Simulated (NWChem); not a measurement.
Molecule: C₃H₅BF₂; SMILES C/C=C/B(F)F

```xyz
11

C     -0.1144    -2.8024     0.0000
C      0.2745    -1.3667     0.0000
C     -0.5637    -0.3146     0.0000
B     -0.0371     1.1340     0.0000
F     -0.8534     2.1764     0.0000
F      1.2610     1.4049     0.0000
H      0.3038    -3.3178    -0.8811
H      0.3038    -3.3178     0.8811
H     -1.2054    -2.9372     0.0000
H      1.3541    -1.1627     0.0000
H     -1.6449    -0.4983     0.0000
```
Atoms are numbered in this order, from 1.

Level: PBE0/def2-SVP (NWChem), optimised geometry, unscaled harmonic frequencies. 

Problem. List the harmonic frequencies with IR intensities, and the thermochemistry.

Solution. 
```tsv
frequency (cm⁻¹)	IR intensity (km/mol)
97	0.1
144	0.2
177	0.1
209	1.2
362	4.3
407	1.1
560	13.3
630	37.6
810	16.6
828	2.6
953	23.9
1021	28.6
1069	3.6
1113	8.4
1225	58.6
1321	4.5
1381	283.5
1385	99.7
1418	214.8
1445	10.7
1451	104.4
1733	190.8
3047	7.4
3124	4.7
3154	0.1
3171	7.3
3177	11.8
```

| Property | Value |
|---|---|
| zero-point energy | 50.6 kcal/mol |
| thermal correction to the enthalpy at 298.15 K (with zero-point energy) | 55.4 kcal/mol |
| heat capacity Cv | 22.1 cal/(mol K) |
| entropy at 298.15 K and 1 atm (symmetry number 1) | 80.9 cal/(mol K) |
| dipole moment | 2.71 D |

Rigid rotor and harmonic oscillator; modes under 100 cm⁻¹ make the entropy uncertain.
